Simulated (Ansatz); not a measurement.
Cd(OH)2 (CdO2H2), 5 atoms. Hardware: 4 threads of Arm Neoverse V1 on a shared host.

In the def2 sets Cd takes a core potential; there is no spin–orbit coupling. Correlated methods freeze 2 core orbitals; core or outer-core shells of Cd are correlated, in sets that lack core-valence functions.

(1) How many basis functions does each of these Ansatz runs have, and roughly what does it cost? HSE06-D4/def2-TZVP, charge 0 singlet, energy, from earlier orbitals; CCSD(T)/def2-TZVPP, charge 1 doublet at the geometry of the charge 0 singlet, energy, from earlier orbitals; PBE-D4/def2-TZVP, charge 0 triplet at the geometry of the charge 0 singlet, energy, from earlier orbitals; PBE0-D4/def2-TZVP, charge 0 singlet, energy, from earlier orbitals; PBE-D4/def2-TZVP, charge 1 doublet at the geometry of the charge 0 singlet, energy, from earlier orbitals; B97M-V/def2-TZVP, charge 0 singlet, energy, from earlier orbitals; MP2/def2-TZVP, charge 0 singlet, energy, from earlier orbitals; BHLYP-D4/def2-TZVP, charge 0 singlet, energy, from earlier orbitals; PBE0-D4/def2-TZVP, charge 0 singlet, relaxation, 11 steps; r2SCAN-D4/def2-TZVP, charge 0 singlet, energy, from earlier orbitals; PBE0-D4/def2-SVP, charge 0 singlet, energy, from earlier orbitals; r2SCAN-D4/def2-TZVP, charge 1 doublet at the geometry of the charge 0 singlet, energy, from earlier orbitals.

## Answers

(1) Other jobs shared the machine, so times can vary by a factor of up to 3. A dash marks memory too small to be measured apart from the calling script's.

| run | functions | fitting or Cholesky vectors | wall time | peak host memory (GiB) |
| --- | --- | --- | --- | --- |
| PBE0-D4/def2-SVP, charge 0 singlet, energy, from earlier orbitals | 69 | 690 | 0.65 s | – |
| BHLYP-D4/def2-TZVP, charge 0 singlet, energy, from earlier orbitals | 114 | 908 | 0.8 s | – |
| HSE06-D4/def2-TZVP, charge 0 singlet, energy, from earlier orbitals | 114 | 810 | 0.85 s | – |
| PBE0-D4/def2-TZVP, charge 0 singlet, energy, from earlier orbitals | 114 | 810 | 0.95 s | – |
| MP2/def2-TZVP, charge 0 singlet, energy, from earlier orbitals | 114 | 882 | 1.1 s | – |
| PBE-D4/def2-TZVP, charge 1 doublet at the geometry of the charge 0 singlet, energy, from earlier orbitals | 114 | 759 | 1.4 s | – |
| r2SCAN-D4/def2-TZVP, charge 0 singlet, energy, from earlier orbitals | 114 | 759 | 1.4 s | – |
| PBE-D4/def2-TZVP, charge 0 triplet at the geometry of the charge 0 singlet, energy, from earlier orbitals | 114 | 759 | 1.4 s | – |
| B97M-V/def2-TZVP, charge 0 singlet, energy, from earlier orbitals | 114 | 759 | 2.6 s | – |
| r2SCAN-D4/def2-TZVP, charge 1 doublet at the geometry of the charge 0 singlet, energy, from earlier orbitals | 114 | 759 | 3.3 s | – |
| PBE0-D4/def2-TZVP, charge 0 singlet, relaxation, 11 steps | 114 | 810 | 8 s | – |
| CCSD(T)/def2-TZVPP, charge 1 doublet at the geometry of the charge 0 singlet, energy, from earlier orbitals | 146 | 954 | 2.7 min | 3.1 |
